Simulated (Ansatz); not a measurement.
A nudged elastic band was laid between two geometries of ClGaH2 + FH (6 atoms, charge 0, multiplicity 1).

All numbers below come from RKS PBE0-D4/def2-mTZVP in Ansatz.

```json
{
 "movable images": "7",
 "climbing image": "yes",
 "spring": "5.0 eV/Å²",
 "optimiser": "quadratic models (default)",
 "start path": "through a guess of the saddle point",
 "force threshold": "0.05 eV/Å",
 "iteration limit": "60",
 "end points": "relaxed"
}
```

Image 0:

```xyz
6
Properties=species:S:1:pos:R:3
Ga -0.499 -0.465 -0.430
Cl 0.971 0.953 -1.316
H 0.038 -1.923 -0.359
H -1.926 0.141 -0.311
H 0.992 0.924 0.951
F 0.424 0.368 1.464
```

Image 8:

```xyz
6
Properties=species:S:1:pos:R:3
Ga -0.624 -0.594 -0.001
Cl 1.199 1.163 -0.995
H 0.015 -1.950 -0.421
H -1.957 0.121 -0.372
H 1.206 1.139 0.323
F 0.162 0.121 1.467
```

(1) What changes between the two ends?

(2) What energy profile does the band end with?

(3) What is the geometry of the highest image?

(4) What are the harmonic wavenumbers there?

## Answers

(1) Bonds broken: H5–F6. Bonds formed: Cl2–H5. ClGaH2 + FH becomes ClFGaH3.

(2) The run converged. The highest image is number 6 of 0 to 8, 0.48 eV above the first end and 0.02 eV above the last; the last end lies 0.46 eV above the first. A vibrational analysis at the climbing image gives one clearly imaginary mode, 228i cm⁻¹: a first-order saddle point. The orbitals stay closed-shell, which can raise the energy where a bond breaks towards radicals; this wasn't checked here.

| image | path coordinate (Å) | energy (eV) | H5–F6 (Å) | Cl2–H5 (Å) |
| --- | --- | --- | --- | --- |
| 0 | 0.00 | 0.00 | 0.95 | 2.27 |
| 1 | 0.15 | 0.01 | 0.96 | 2.08 |
| 2 | 0.31 | 0.06 | 0.98 | 1.91 |
| 3 | 0.46 | 0.16 | 1.02 | 1.75 |
| 4 | 0.61 | 0.32 | 1.12 | 1.61 |
| 5 | 0.77 | 0.45 | 1.28 | 1.48 |
| 6 | 0.92 | 0.48 | 1.46 | 1.39 |
| 7 | 1.09 | 0.47 | 1.66 | 1.34 |
| 8 | 1.25 | 0.46 | 1.85 | 1.32 |

(3) 
```xyz
6
Properties=species:S:1:pos:R:3
Ga -0.573 -0.544 -0.078
Cl 1.160 1.122 -0.983
H 0.045 -1.934 -0.392
H -1.938 0.149 -0.337
H 1.031 0.973 0.393
F 0.275 0.233 1.397
```

(4) 228i, 194, 347, 492, 509, 638, 688, 697, 784, 1896, 2046, 2065 cm⁻¹.

Time of the run: 2.1 min on 2 threads of Arm Neoverse V1 (shared host), peak memory 0.17 GiB.
